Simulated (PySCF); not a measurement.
SbOBr, singlet: molecular constants

Level of theory: PBE0/[Sb def2-TZVP with ECP28, O def2-TZVP, Br def2-TZVP], scalar-relativistic core potentials, density fitting, no spin–orbit coupling, PySCF.

The structure is a minimum.

```xyz
3
charge 0 multiplicity 1, angstrom
Sb   -0.6377    0.0000   -0.6265
O    -2.0349    0.0000    0.4965
Br    1.3924    0.0000    0.8621
```

```json
{
 "Point group": "Cs",
 "Bond lengths": "Sb–Br 2.517 Å, Sb–O 1.793 Å",
 "Bond angles": "Br–Sb–O 105.0°",
 "Zero-point energy": "7.9 kJ/mol",
 "Entropy at 298.15 K and 1 bar": "306.4 J/(mol K)",
 "Dipole moment": "3.65 D",
 "Heat capacity Cp at 298.15 K": "50.5 J/(mol K)",
 "Principal quadrupole moments (Buckingham, traceless) about the centre of mass": "-12.09, 5.85, 6.23 D Å",
 "Principal polarisabilities": "40.0, 52.0, 82.6 bohr³",
 "Rotational constants": "0.4249, 0.04976, 0.04454 cm⁻¹",
 "Atomisation energy without zero-point energy": "688 kJ/mol",
 "Lowest empty level": "-3.70 eV",
 "Enthalpy at 298.15 K above 0 K": "12.91 kJ/mol",
 "Rotational symmetry number": "1",
 "Highest occupied level": "-8.08 eV"
}
```

Harmonic modes (masses in u: Sb 120.904, O 15.995, Br 78.918):
```csv
symmetry,ω (cm⁻¹),IR (km/mol),type
a',172,5.6,bend
a',254,53.5,mixed
a',903,70.1,stretch
```

Charges (e):
| atom | Mulliken | Löwdin | polar tensor | Mayer order to Sb1 |
| --- | --- | --- | --- | --- |
| Sb1 | 0.89 | 0.48 | 1.14 | – |
| O2 | -0.58 | -0.43 | -0.61 | 1.96 |
| Br3 | -0.31 | -0.05 | -0.53 | 1.04 |

Mulliken populations on Sb1 (electrons outside its core potential): s 3.86, p 7.93, d 10.25, f 0.08.

Counting electrons, antimony keeps 2 of its valence electrons outside its bonds, so the VSEPR class is AX2E1 and the expected shape is bent; with unlike ligands the computed point group is Cs.

This need not be the most stable arrangement of these atoms.

The final relaxation and frequency run took roughly 2.4 core-minutes on a shared host.
